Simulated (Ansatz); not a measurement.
A nudged elastic band was laid between two geometries of FH8SiW (11 atoms, charge 0, multiplicity 2).

The calculation used UKS BLYP-D4/def2-SVP (Ansatz 0.2.0).

| Quantity | Value |
| --- | --- |
| movable images | 9 |
| climbing image | yes |
| spring | 5.0 eV/Å² |
| optimiser | quadratic models (default) |
| start path | through a guess of the saddle point |
| force threshold | 0.05 eV/Å |
| iteration limit | 60 |
| end points | relaxed |

Image 0:

```xyz
11
Properties=species:S:1:pos:R:3
W -0.165 0.211 0.114
H 0.783 1.556 0.600
H 0.617 -0.254 2.104
H -0.164 1.405 -1.101
F -1.793 -0.037 1.017
H 0.845 -1.169 -0.025
H -0.143 -0.319 -1.505
Si 0.081 -0.331 3.538
H -0.799 -1.534 3.641
H 1.281 -0.454 4.425
H -0.673 0.926 3.824
```

Image 10:

```xyz
11
Properties=species:S:1:pos:R:3
W -0.168 0.218 0.117
H 0.606 -0.217 2.101
H 0.789 1.565 0.586
H -0.151 1.387 -1.124
F -1.803 0.002 1.014
H 0.831 -1.173 0.004
H -0.131 -0.351 -1.490
Si 0.080 -0.332 3.538
H -0.785 -1.548 3.618
H 1.289 -0.464 4.411
H -0.686 0.911 3.857
```

(1) Which bonds break or form, and what moves?

(2) What energy profile does the band end with?

(3) What is the geometry of the highest image?

## Answers

(1) Bonds broken: H3–Si8. Bonds formed: H2–Si8.  The two ends are copies of one structure, up to a mirror image or an exchange of like atoms.

(2) It converged. The highest image is number 3 of 0 to 10, 0.46 eV above the ends, which have the same energy within 2 meV. The profile has 2 maxima (images 3, 7) with wells between them (image 5): this band takes more than one step, which may be the mechanism or a detour left from its start path. A vibrational analysis at the climbing image gives one clearly imaginary mode, 331i cm⁻¹: a first-order saddle point.

```
image  path coordinate (Å)  energy (eV)  H3–Si8 (Å)  H2–Si8 (Å)
    0                 0.00         0.00        1.53        3.56
    1                 0.97         0.01        1.53        3.22
    2                 1.95         0.13        1.56        2.57
    3                 2.92         0.46        1.96        1.96
    4                 3.92         0.12        2.60        1.56
    5                 4.93         0.01        3.25        1.53
    6                 5.93         0.05        3.56        1.52
    7                 6.93         0.09        3.75        1.50
    8                 7.93         0.09        3.84        1.50
    9                 8.93         0.06        3.74        1.52
   10                 9.93         0.00        3.58        1.53
```

(3) 
```xyz
11
Properties=species:S:1:pos:R:3
W -0.186 0.016 0.410
H 0.377 1.123 1.639
H 0.762 -0.914 1.545
H 0.210 1.590 -0.135
F -2.020 -0.343 0.581
H 0.750 -1.247 -0.267
H -0.076 0.120 -1.334
Si 0.029 -0.066 3.156
H -0.461 -1.416 3.610
H 1.397 0.169 3.715
H -0.913 0.969 3.712
```

The run took 5.4 min on 4 threads of Arm Neoverse V2, on a shared host, peak memory 0.28 GiB.
